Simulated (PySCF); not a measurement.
**Excitation energy of Cu by level of theory**

Cu [Ar] 3d10 4s1 (2S) → Cu [Ar] 3d10 4p1 (2P), as a difference of total energies. Computed with PySCF 2.14 in dyall-av2z, with no relativity, point nucleus. Correlated levels: valence: [Ar] frozen; virtual orbitals above 40 to 60 times the deepest correlated orbital energy dropped. The calculations carry no spin-orbit coupling.

Problem. Order these methods by the excitation energy they give, lowest first.
A. PBE
B. B97-3
C. LDA
D. wB97X-V

Solution. B (29323 cm⁻¹), D (29837 cm⁻¹), A (30898 cm⁻¹), C (32393 cm⁻¹).

These non-relativistic numbers lack the scalar-relativistic shift.

Errors of the correlated levels include the incompleteness of this basis and the frozen core.

For comparison: 30701 cm⁻¹ (measured; NIST levels, between the centres of gravity of the two terms).
